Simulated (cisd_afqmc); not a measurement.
Input (AFQMC/CISD/cc-pV(D+d)Z; cisd_afqmc is a phaseless AFQMC code with CISD trial states that reads the integrals written by Ansatz): A basis named .json is the Basis Set Exchange file of that set.

Ansatz 0.2 input:
```python
import cisd_afqmc

open("ham.yaml", "w").write("""\
crystal:
  periodic: [false, false, false]
  atoms:
    - {symbol: N, position_ang: [-0.00000000, -0.00000000, -1.01096879]}
    - {symbol: P, position_ang: [0.00000000, 0.00000000, 0.47178544]}
basis:
  gaussian:
    orbitals: cc-pV_D+d_Z.json
magnetization: {spin_polarized: false}
correlation: {method: ccsd, electrons: outside_noble_gas, hamiltonian_folder: ham}
""")
rep = cisd_afqmc.ansatz("ham.yaml")
e_ccsd = rep["correlation"]["coupled_cluster"]["energy"]["hartree"]
out = cisd_afqmc.run("ham", e_ccsd, trial="CISD", walkers=200, populations=8, threads=8, dt=0.005, steps=40, early=24, settle=10, least=32,
    cut=5e-5, rank_cut=2e-4, target=0.0004, seconds=1500, seed=1, memory=17280, gpu=False)
```

Output:

```
WARN ansatz::render: the results are in doubt because among natural orbitals full CI differs from the method by -0.153 eV
orbitals 31, occupied [5], factors 180 of 366, rank of the doubles 78 of 130
E(HF) = -395.151867
E(CCSD) on the cut factors = -395.444071, shift to the whole factors -0.000008
Energy of the trial state on the determinant = -395.444094
  tau behind 7.2 of longer steps, mean of the populations' last blocks
   2.0  -395.46054
   4.0  -395.46072
   6.0  -395.46192
   8.0  -395.46250
  10.0  -395.46077
  12.0  -395.46076
  14.0  -395.45970
  16.0  -395.46095
  18.0  -395.46146
  20.0  -395.46091
  22.0  -395.46182
  24.0  -395.45993
  26.0  -395.46327
blocks 1020 (5 outliers left out), error by blocks joined: 1: 0.00019, 2: 0.00024, 4: 0.00030, 8: 0.00035, 16: 0.00039
E(AFQMC/CISD) = -395.46091 +/- 0.00039
```

The run carries these doubts: large difference.
